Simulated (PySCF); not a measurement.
Compound: C3H8O2Si.
Bonds: C1–Si2, Si2–O3, O3–C4, C4–C5, C4–O6 (double). Hydrogens: H7, H8, H9 on C1; H10, H11 on Si2; H12, H13, H14 on C5.

The same species was optimised twice, with GFN2-xTB and with PBE0-D3(BJ)/def2-SVP (PySCF), and the same property calculations (PySCF, gas phase) were run on both structures.

```
      coordinate  GFN2-xTB  PBE0-D3(BJ)/def2-SVP  change
      Si2–O3 (Å)     1.670                 1.723  +0.053
      C1–Si2 (Å)     1.894                 1.862  -0.032
       O3–C4 (Å)     1.326                 1.338  +0.012
       C4–C5 (Å)     1.506                 1.498  -0.008
       C4=O6 (Å)     1.201                 1.206  +0.005
   Si2–O3–C4 (°)     125.0                 118.3    -6.7
    O3–C4–O6 (°)     122.8                 122.0    -0.8
   C1–Si2–O3 (°)     110.7                 111.3    +0.6
    O3–C4–C5 (°)     112.3                 112.8    +0.5
    C5–C4–O6 (°)     124.9                 125.2    +0.3
C1–Si2–O3–C4 (°)        65                    65       0
Si2–O3–C4–C5 (°)       180                   179      -1
```

Rotational constants: A = 5820, B = 1735, C = 1540 MHz (GFN2-xTB) against A = 5913, B = 1763, C = 1560 MHz (PBE0-D3(BJ)/def2-SVP). Point groups within 0.08 Å: C1 and C1. Atoms that the bonding makes alike are paired by their places after alignment.

On the GFN2-xTB structure: isotropic polarisability (au) 67.8 [CAM-B3LYP/def2-SVPD]; HOMO (eV) -9.59 [CAM-B3LYP/def2-SVPD]; LUMO (eV) 1.07 [CAM-B3LYP/def2-SVPD]; dipole (D) 1.78 [CAM-B3LYP/def2-SVPD]; HOMO (eV) -8.00 [PBE0/pcSseg-1]; LUMO (eV) 0.16 [PBE0/pcSseg-1]; dipole (D) 1.69 [PBE0/pcSseg-1]; GIAO shielding of C1 (ppm) 189.9 [PBE0/pcSseg-1]; GIAO shielding of Si2 (ppm) 365.6 [PBE0/pcSseg-1]; GIAO shielding of O3 (ppm) 137.1 [PBE0/pcSseg-1]; GIAO shielding of C4 (ppm) 10.4 [PBE0/pcSseg-1]; GIAO shielding of C5 (ppm) 162.3 [PBE0/pcSseg-1]; GIAO shielding of O6 (ppm) -131.9 [PBE0/pcSseg-1].

What do these properties become on the PBE0-D3(BJ)/def2-SVP structure?

```
                                    property                level  on GFN2-xTB  on PBE0-D3(BJ)/def2-SVP  change
               isotropic polarisability (au)  CAM-B3LYP/def2-SVPD         67.8                     68.8    +1.0
                                   HOMO (eV)  CAM-B3LYP/def2-SVPD        -9.59                    -9.66   -0.07
                                   LUMO (eV)  CAM-B3LYP/def2-SVPD         1.07                     1.03   -0.04
                                  dipole (D)  CAM-B3LYP/def2-SVPD         1.78                     1.54   -0.24
energy, GFN2-xTB geometry as zero (kcal/mol)  CAM-B3LYP/def2-SVPD          0.0                     -2.4    -2.4
                                   HOMO (eV)        PBE0/pcSseg-1        -8.00                    -8.08   -0.08
                                   LUMO (eV)        PBE0/pcSseg-1         0.16                     0.08   -0.08
                                  dipole (D)        PBE0/pcSseg-1         1.69                     1.46   -0.23
energy, GFN2-xTB geometry as zero (kcal/mol)        PBE0/pcSseg-1          0.0                     -2.4    -2.4
                  GIAO shielding of C1 (ppm)        PBE0/pcSseg-1        189.9                    187.7    -2.2
                 GIAO shielding of Si2 (ppm)        PBE0/pcSseg-1        365.6                    359.5    -6.1
                  GIAO shielding of O3 (ppm)        PBE0/pcSseg-1        137.1                    122.4   -14.7
                  GIAO shielding of C4 (ppm)        PBE0/pcSseg-1         10.4                      6.9    -3.5
                  GIAO shielding of C5 (ppm)        PBE0/pcSseg-1        162.3                    161.6    -0.7
                  GIAO shielding of O6 (ppm)        PBE0/pcSseg-1       -131.9                   -135.5    -3.6
```

The heavy atoms differ by 0.067 Å rms after alignment (one structure mirrored). Among bonds between heavy atoms Si2–O3 changes most (+0.053 Å). Changes are differences of the printed values. Neither structure is proved a minimum here.

The values belong to the conformer `[CH3:1][SiH2:2][O:3][C:4]([CH3:5])=[O:6]`: C1–Si2–O3–C4 65°, Si2–O3–C4–C5 179°.
